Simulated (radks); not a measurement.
The numbers below are computed, except where a source is named.
The rhenium ion Re7+, 68 electrons, occupied as [Xe] 4f13 5d1 (not the ground configuration). Level of theory: scalar-relativistic Kohn-Sham, PBE, spin-polarised, spherical densities, finite nucleus; open shells are filled with parallel spins first (spin-orbit coupling, left out, can overturn this in heavy ions); Fermi nuclear charge, rms radius 5.3698 fm (a radial shooting solver on a logarithmic mesh with Libxc functionals).

X-ray form factor f0, the Fourier transform of the density (f0(0) = 68):

sin(theta)/lambda (1/angstrom)  f0 (electrons)
0.05                                    67.571
0.1                                     66.326
0.15                                    64.376
0.2                                     61.882
0.25                                    59.027
0.3                                     55.986
0.4                                     49.893
0.5                                     44.334
0.6                                     39.529
0.8                                     31.885
1                                       26.143
1.25                                    21.030
1.5                                     17.735
2                                       13.993
